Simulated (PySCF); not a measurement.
Excited states of Ta⁵⁺ (tantalum, charge +5)

Ground state [Xe] 4f14, ¹S. Computed with PySCF 2.14 in def2-TZVP with the def2 core potential (60 electrons) (6s4p3d1f, 40 functions), with a scalar-relativistic core potential. Vertical excitation energies in eV without spin-orbit coupling; excited terms of each kind are numbered among those the solver found. Frozen: nothing.

```tsv
term	leading excitation	EOM-EE-CCSD
1 3P°	5p → d	37.648
1 3F°	5p → d	39.064
1 1D°	5p → d	41.113
1 3D°	5p → d	41.208
1 1F°	5p → d	41.390
1 1P°	5p → d	49.557
1 3S	5p → p	57.021
1 3D	5p → p	58.281
1 1D	5p → p	58.698
1 1P	5p → p	59.052
1 3P	5p → p	59.115
1 1S	5p → p	60.482
2 3S	5p → p	75.887
2 1D	5p → p	76.698
```

The spin-orbit splitting of the hole, absent here, rivals or exceeds the spacing of these terms, so the LS terms are model states.

The 4f shell lies in the core potential, so 4f excitations, among the lowest in this ion, cannot appear.

The solver can miss terms.
